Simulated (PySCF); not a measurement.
From one molecule to another.

First species: W(NH)2Br2 (singlet state).
Bonds: W1–N2, W1–N4, W1–Br6, W1–Br7. Hydrogens: H3 on N2; H5 on N4.

Second species: C5H7BO2.
Geometry (PBE0-D3(BJ)/def2-SVP, Å), atoms numbered from 1 in this order:
```
atom  x, y, z in Å
C1    -0.652    2.215    1.415
C2    -0.666    1.210    0.735
C3    -0.788    0.035   -0.072
C4    -2.199   -0.297   -0.475
C5     0.273   -0.719   -0.444
B6     1.783   -0.501   -0.104
O7     2.734   -1.382   -0.550
O8     2.203    0.556    0.635
H9    -0.603    3.101    2.020
H10   -2.234   -1.208   -1.088
H11   -2.643    0.534   -1.046
H12   -2.832   -0.442    0.415
H13    0.015   -1.591   -1.061
H14    2.367   -2.104   -1.067
H15    3.160    0.535    0.747
```

Levels: B3LYP/def2-SVPD for HOMO energy, LUMO energy, HOMO–LUMO gap and static isotropic polarisability; TDDFT B3LYP/def2-SVPD for lowest singlet excitation; TDA B3LYP/def2-SVPD for lowest triplet excitation (Tamm–Dancoff); ΔSCF B3LYP/def2-SVPD for vertical ionisation energy. Geometries: PBE0-D3(BJ)/def2-SVP. Each species is one conformer at its optimised geometry, gas phase (atoms past krypton carry core potentials, spin–orbit coupling is left out). Electronic properties by PySCF.

The conformers computed, where there is a choice (atom-mapped SMILES and torsion angles):
- `[CH:1]#[C:2]/[C:3]([CH3:4])=[CH:5]\[B:6]([OH:7])[OH:8]`: C3–C5–B6–O7 179°, H–O7–B6–C5 0°, H–O8–B6–C5 180°

```json
{"property": "HOMO energy", "column X": "-7.90 eV", "column Y": "-6.82 eV"}
{"property": "LUMO energy", "column X": "-2.84 eV", "column Y": "-1.57 eV"}
{"property": "HOMO–LUMO gap", "column X": "5.06 eV", "column Y": "5.25 eV"}
{"property": "lowest singlet excitation", "column X": "3.92 eV", "column Y": "4.69 eV"}
{"property": "lowest triplet excitation (Tamm–Dancoff)", "column X": "3.61 eV", "column Y": "3.16 eV"}
{"property": "static isotropic polarisability", "column X": "101.9 au", "column Y": "85.9 au"}
{"property": "vertical ionisation energy", "column X": "9.82 eV", "column Y": "8.90 eV"}
```

(1) Which column belongs to which species?

(2) How does each property change from the first species to the second?

Results:

(1) Column X is the first species and column Y the second. The first has 7 atoms and 160 electrons, the second 15 and 58.

(2) HOMO energy +1.08 eV; LUMO energy +1.27 eV; HOMO–LUMO gap +0.19 eV; lowest singlet excitation +0.77 eV; lowest triplet excitation (Tamm–Dancoff) -0.45 eV; static isotropic polarisability -16.0 au; vertical ionisation energy -0.92 eV.

On the first: The ΔSCF ionisation energy exceeds −ε(HOMO) by 1.92 eV with B3LYP. No computed singlet falls in the visible range (750 to 380 nm, 1.65 to 3.26 eV); S1 lies 0.66 eV above its blue end. Atoms past krypton carry effective core potentials; spin–orbit coupling is left out.

On the second: The principal polarisabilities are 54.2, 88.1 and 115.4 au; their mean is the isotropic value. The polarisability is 12.73 Å³ as a volume (1 au = 0.148185 Å³), or 1.48 au for each of the 58 electrons.
